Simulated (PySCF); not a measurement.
GaCl2, SMILES [Ga+]([Cl])[Cl], charge +1.

The structure is a stationary point at PBE0-D3(BJ)/def2-TZVP. The spin state was assumed, not searched. The isomer is the one that the SMILES or the coordinates give; other isomers of the formula were not compared.

All values below come from TDA-CAM-B3LYP/def2-SVPD (PySCF).

Vertical excitations; the highest root listed may be one member of a degenerate set. The molecule is in vacuum. State labels are in the subgroup D2h.

Computed excitation energies, oscillator strengths and character:
```
state  symmetry  energy (eV)  λ (nm)      f                                              main pairs
-----  --------  -----------  ------  -----  ------------------------------------------------------
S1          B2g         5.36     231  0.000                            HOMO−1→LUMO (degenerate set)
S2          B3g         5.36     231  0.000                              HOMO→LUMO (degenerate set)
S3          B2u         5.99     207  0.027                            HOMO−3→LUMO (degenerate set)
S4          B3u         5.99     207  0.027                            HOMO−2→LUMO (degenerate set)
S5           Au         6.98     178  0.000                    HOMO→LUMO+2 50 %, HOMO−1→LUMO+1 50 %
S6          B1u         7.05     176  0.000             HOMO−1→LUMO+2, HOMO→LUMO+1 (degenerate set)
S7           Au         7.05     176  0.000             HOMO−1→LUMO+1, HOMO→LUMO+2 (degenerate set)
S8          B1u         7.20     172  0.002  HOMO−4→LUMO 45 %, HOMO→LUMO+1 27 %, HOMO−1→LUMO+2 27 %
S9          B1g         7.48     166  0.000                  HOMO−3→LUMO+2 49 %, HOMO−2→LUMO+1 49 %
S10          Ag         7.62     163  0.000                  HOMO−2→LUMO+2 50 %, HOMO−3→LUMO+1 50 %
T1          B3g         4.88     254      0                              HOMO→LUMO (degenerate set)
T2          B2g         4.88     254      0                            HOMO−1→LUMO (degenerate set)
T3          B2u         5.38     231      0                            HOMO−3→LUMO (degenerate set)
T4          B3u         5.38     231      0                            HOMO−2→LUMO (degenerate set)
```
Triplets are in the Tamm–Dancoff approximation.
